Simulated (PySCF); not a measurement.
1,1,2-trichloro-2-fluoroethene (C₂Cl₃F), SMILES ClC(=C(Cl)F)Cl.

Geometry optimised at B3LYP-D3(BJ)/def2-SVP.

The numbers are results of PBE/def2-TZVP run with PySCF, not measurements.

The molecule is in vacuum.

```yaml
total_energy: -1555.98822 hartree
point_group: Cs
highest_occupied_level: -6.13 eV
lowest_empty_level: -1.65 eV
orbital_gap: 4.49 eV
dipole_moment: 0.40 D
quadrupole, principal values (traceless, Buckingham form, about the centre of nuclear charge): -1.38, -1.06, 2.44 D·Å
mean_static_polarisability: 62.9 bohr³ (9.31 Å³)
polarisability_principal_values: 37.3, 66.2, 85.0 bohr³
```
